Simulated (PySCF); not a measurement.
Species: C₆H₁₃FSi.
Numbering: `[F:1][CH2:2][C@H:3]1[CH2:4][CH2:5][CH2:6][SiH2:7][CH2:8]1` (hydrogens: H9, H10 on C2; H11 on C3; H12, H13 on C4; H14, H15 on C5; H16, H17 on C6; H18, H19 on Si7; H20, H21 on C8)

The same species was optimised twice, with GFN2-xTB and with PBE0-D3(BJ)/def2-SVP (PySCF), and the same property calculations (PySCF, gas phase) were run on both structures.

| coordinate | GFN2-xTB | PBE0-D3(BJ)/def2-SVP | change |
| --- | --- | --- | --- |
| C6–Si7 (Å) | 1.899 | 1.884 | -0.015 |
| Si7–C8 (Å) | 1.899 | 1.885 | -0.014 |
| C2–C3 (Å) | 1.530 | 1.518 | -0.012 |
| C3–C8 (Å) | 1.529 | 1.536 | +0.007 |
| C5–C6 (Å) | 1.528 | 1.532 | +0.004 |
| C3–C4 (Å) | 1.532 | 1.534 | +0.002 |
| F1–C2 (Å) | 1.375 | 1.376 | +0.001 |
| C4–C5 (Å) | 1.527 | 1.528 | +0.001 |
| C3–C4–C5 (°) | 113.6 | 115.6 | +2.0 |
| C4–C5–C6 (°) | 112.6 | 114.1 | +1.5 |
| C4–C3–C8 (°) | 112.0 | 113.2 | +1.2 |
| F1–C2–C3 (°) | 111.0 | 110.4 | -0.6 |
| C3–C8–Si7 (°) | 111.3 | 111.9 | +0.6 |
| C6–Si7–C8 (°) | 103.6 | 104.2 | +0.6 |
| C5–C6–Si7 (°) | 110.4 | 109.9 | -0.5 |
| C2–C3–C8 (°) | 110.1 | 110.6 | +0.5 |
| F1–C2–C3–C4 (°) | -60 | -62 | -2 |

Rotational constants: A = 2813, B = 1115, C = 905.4 MHz (GFN2-xTB) against A = 2788, B = 1119, C = 909.3 MHz (PBE0-D3(BJ)/def2-SVP). Point groups within 0.08 Å: C1 and C1.

On the GFN2-xTB structure: HOMO (eV) -7.87 [PBE0/pcSseg-1]; LUMO (eV) 1.16 [PBE0/pcSseg-1]; dipole (D) 1.50 [PBE0/pcSseg-1]; GIAO shielding of F1 (ppm) 436.9 [PBE0/pcSseg-1]; GIAO shielding of C2 (ppm) 92.1 [PBE0/pcSseg-1]; GIAO shielding of C3 (ppm) 144.4 [PBE0/pcSseg-1]; GIAO shielding of C4 (ppm) 151.3 [PBE0/pcSseg-1]; GIAO shielding of C5 (ppm) 157.8 [PBE0/pcSseg-1]; GIAO shielding of C6 (ppm) 176.8 [PBE0/pcSseg-1]; GIAO shielding of Si7 (ppm) 395.6 [PBE0/pcSseg-1]; GIAO shielding of C8 (ppm) 174.6 [PBE0/pcSseg-1].

Task: What do these properties become on the PBE0-D3(BJ)/def2-SVP structure?

Result: 
```tsv
property	level	on GFN2-xTB	on PBE0-D3(BJ)/def2-SVP	change
HOMO (eV)	PBE0/pcSseg-1	-7.87	-7.93	-0.06
LUMO (eV)	PBE0/pcSseg-1	1.16	1.16	0.00
dipole (D)	PBE0/pcSseg-1	1.50	1.41	-0.09
energy, GFN2-xTB geometry as zero (kcal/mol)	PBE0/pcSseg-1	0.0	-1.2	-1.2
GIAO shielding of F1 (ppm)	PBE0/pcSseg-1	436.9	434.1	-2.8
GIAO shielding of C2 (ppm)	PBE0/pcSseg-1	92.1	92.4	+0.3
GIAO shielding of C3 (ppm)	PBE0/pcSseg-1	144.4	144.5	+0.1
GIAO shielding of C4 (ppm)	PBE0/pcSseg-1	151.3	151.2	-0.1
GIAO shielding of C5 (ppm)	PBE0/pcSseg-1	157.8	157.7	-0.1
GIAO shielding of C6 (ppm)	PBE0/pcSseg-1	176.8	176.1	-0.7
GIAO shielding of Si7 (ppm)	PBE0/pcSseg-1	395.6	391.3	-4.3
GIAO shielding of C8 (ppm)	PBE0/pcSseg-1	174.6	173.7	-0.9
```

The heavy atoms differ by 0.036 Å rms after alignment. Among bonds between heavy atoms C6–Si7 and Si7–C8 change most and about equally (-0.015 to -0.014 Å). Changes are differences of the printed values. Neither structure is proved a minimum here.
